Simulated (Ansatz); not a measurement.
Mulliken charges of `[Cl][GeH]([Cl])[Cl]` from r2SCAN/def2-TZVPP in Ansatz (PBE0-D4/def2-TZVP geometry).

```json
{"atom": "Cl1", "x (Å)": "-1.178", "y (Å)": "-0.013", "z (Å)": "1.701", "charge (e)": "-0.262"}
{"atom": "Ge2", "x (Å)": "0.102", "y (Å)": "0.091", "z (Å)": "0.006", "charge (e)": "0.740"}
{"atom": "Cl3", "x (Å)": "1.118", "y (Å)": "-1.768", "z (Å)": "-0.185", "charge (e)": "-0.262"}
{"atom": "Cl4", "x (Å)": "-1.095", "y (Å)": "0.386", "z (Å)": "-1.726", "charge (e)": "-0.262"}
{"atom": "H5", "x (Å)": "1.103", "y (Å)": "1.231", "z (Å)": "0.163", "charge (e)": "0.045"}
```

By hand: the dipole of these point charges (1 e Å = 4.8032 D).

Σ q r = (0.428, 0.488, 0.067) e Å, of length 0.653 e Å = 3.14 D.

How does the dipole of the full density compare? (Best estimate.)

Ansatz gave: (0.194, 0.221, 0.030) e Å, 1.42 D; the point charges give 2.21 times that, at 0° from its direction.

Point charges leave out the atoms' own dipoles, such as those of lone pairs, and Mulliken's split depends on the basis, so the two needn't agree.
